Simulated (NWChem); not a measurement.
System: BiBr$_{2}$Cl; SMILES [Bi]([Cl])([Br])[Br]

NWChem input:

```
start job
memory heap 200 mb stack 900 mb global 1100 mb
geometry units angstroms noautoz
  Bi    -0.468581     0.439752     0.000000
  Cl    -1.992982    -1.492680     0.000000
  Br     1.073299    -0.233642    -1.991739
  Br     1.073299    -0.233642     1.991739
end
basis spherical
  * library def2-svpd
end
ecp
  Bi library def2-ecp
end
dft
  xc xpbe96 cpbe96
  iterations 150
  mulliken
end
task dft energy
```

All runs use the structure optimised with PBE0/def2-SVP. def2 effective core potentials on Bi; no spin-orbit coupling.

Question: What results follow from this input? (PBE/def2-SVPD with def2 effective core potentials on Bi.) Quantities: basis functions; energy (Ha); highest occupied level (eV); orbital gap (eV); dipole (D).

Answer: The number of basis functions is 141 and the energy (Ha) is -5821.60. The highest occupied level (eV) is -7.29 and the orbital gap (eV) is 3.71. The dipole (D) is 3.34.
